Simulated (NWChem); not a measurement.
Species: CHCl$_{2}$FOSi; SMILES Cl[Si](C=O)(F)Cl

```xyz
7

O     -0.5975     2.5261    -0.2856
C      0.1277     1.8265     0.3681
Si    -0.0136    -0.0880     0.3421
F     -0.2453    -0.6068     1.8509
Cl    -1.5699    -0.6822    -0.8163
Cl     1.7546    -0.8684    -0.3159
H      0.9354     2.2685     1.0144
```
Atoms are numbered in this order, from 1.

Computed with NWChem. Pople sets run with spherical d functions. Geometry: optimised at PBE0/def2-SVP. Atomic charges in e: unrestrained fits to the electrostatic potential beside Mulliken populations; buried atoms are poorly determined by the fit.

For level Hartree-Fock/6-31G*:

| Item | Result |
|---|---|
| Mulliken O1 | -0.42 |
| ESP Si3 | 0.83 |
| Mulliken Si3 | 1.25 |
| Mulliken F4 | -0.49 |

Q: How do the values read with level B3LYP/def2-SVP instead?

A: 
| Item | Result |
|---|---|
| Mulliken O1 | -0.17 |
| ESP Si3 | 0.53 |
| Mulliken Si3 | 0.82 |
| Mulliken F4 | -0.30 |
